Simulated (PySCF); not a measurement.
# Interval between two levels of Hf²⁺ by level of theory

Hf²⁺ [Xe] 4f14 5d2 [3F4, M_J = 4] → Hf²⁺ [Xe] 4f14 5d1 6p1 [3F4, M_J = 4], as a difference of total energies. All numbers are calculated (PySCF 2.14, the two-component X2C-1e Hamiltonian, in x2c-TZVPall-2c with one added diffuse shell each of s, p, d type (12s12p11d2f, 117 functions)). Correlated levels: [Kr] 4d10 4f14 frozen; the 34 highest virtual spinors dropped. "Screened" scales the spin-orbit matrix elements by Boettger's factors to mimic the two-electron term; Breit and QED terms are absent.

| method | interval between two levels (cm⁻¹) |
| --- | --- |
| GHF (screened spin-orbit) | 46375 |
| GMP2 (screened spin-orbit) | 45454 |

The labels give the starting determinants; with spin-orbit coupling the two ends relaxed to ⟨J²⟩ = 20.01, ⟨L²⟩ = 12.26, ⟨S²⟩ = 2.08 and ⟨J²⟩ = 20.00, ⟨L²⟩ = 12.11, ⟨S²⟩ = 2.11.
